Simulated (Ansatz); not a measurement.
Consider the ligand exchange at the Si–O bond: `O[SiH]1CS1` + PH₃ → `P[SiH]1CS1` + H₂O.

Calculated with Ansatz (gas phase, PBE0-D4/def2-TZVP geometries, no zero-point term in ΔE). CCSD(T)/CBS is the MP2 limit (def2-TZVPP, def2-QZVPP) plus CCSD(T) − MP2 in def2-TZVPP, frozen cores. This one scheme is used for every species. DFT in def2-TZVPP. One conformer a species, not always the lowest.

CCSD(T)/CBS gives +17.2 kcal/mol.

Task: Another level gave +18.2 kcal/mol. Which?
A. BHLYP-D4/def2-TZVPP
B. PBE0/def2-TZVPP
C. PBE-QIDH/def2-TZVPP
D. r2SCAN0/def2-TZVPP

Result: D. r2SCAN0 18.2, PBE0 16.1, PBE-QIDH 17.2, BHLYP-D4 20.0 kcal/mol.

Largest T1 diagnostic among the species: 0.013.

From PBE to PBE0 (25 % exact exchange), in def2-TZVPP and without D4, ΔE moves by +0.8 kcal/mol. At CCSD(T), def2-SVP lies +1.0 kcal/mol from the extrapolated value and def2-TZVPP +1.1 kcal/mol.
